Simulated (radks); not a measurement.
The numbers below are computed, except where a source is named.
Q: Species: Pt V. Configuration: [Xe] 4f14 5d6. Code: a radial shooting solver on a logarithmic mesh with Libxc functionals. Model: scalar-relativistic Kohn-Sham, AM05, spin-polarised, spherical densities, finite nucleus; open shells are filled with parallel spins first (spin-orbit coupling, left out, can overturn this in heavy ions); Fermi nuclear charge, rms radius 5.427 fm. Some entries of the table are withheld. Estimate them.

orbital  occ.  eigenvalue (Ry)  <1/r> (bohr^-1)  r(max) (bohr)
1s up       1        -5761.453            93.85        0.01063
1s down     1        -5761.453            93.85        0.01063
2s up       1        -1015.462            22.00        0.06127
2s down     1        -1015.438            22.00        0.06127
2p up       3        -881.0986            19.66        0.05060
2p down     3        -881.0792            19.66        0.05060
3s up       1        -241.3922            8.154         0.1727
3s down     1        -241.3808            8.154         0.1727
3p up       3        -202.2471            7.461         0.1718
3p down     3        -202.2350            7.461         0.1718
3d up       5        -159.6787            7.030         0.1398
3d down     5        -159.6607            7.030         0.1398
4s up       1        -54.79062            3.492         0.3900
4s down     1        -54.76771            3.491         0.3900
4p up       3        -41.94328            3.157         0.4101
4p down     3        -41.92086            3.157         0.4102
4d up       5        -26.32184            2.826         0.4182
4d down     5        -26.29518            2.827         0.4182
5s up       1        -11.28267            1.425         0.8685
5s down     1        -11.11950            1.434         0.8654
4f up       7         -8.95100            2.390            (1)
4f down     7         -8.91145            2.396            (2)
5p up       3         -7.88010            1.218         0.9744
5p down     3         -7.67983            1.227         0.9697
5d up       5         -3.97418           0.9062          1.211
5d down     1         -3.74239           0.9062          1.203

A: 
(1) 4f up r(max) (bohr): 0.3844
(2) 4f down r(max) (bohr): 0.3843
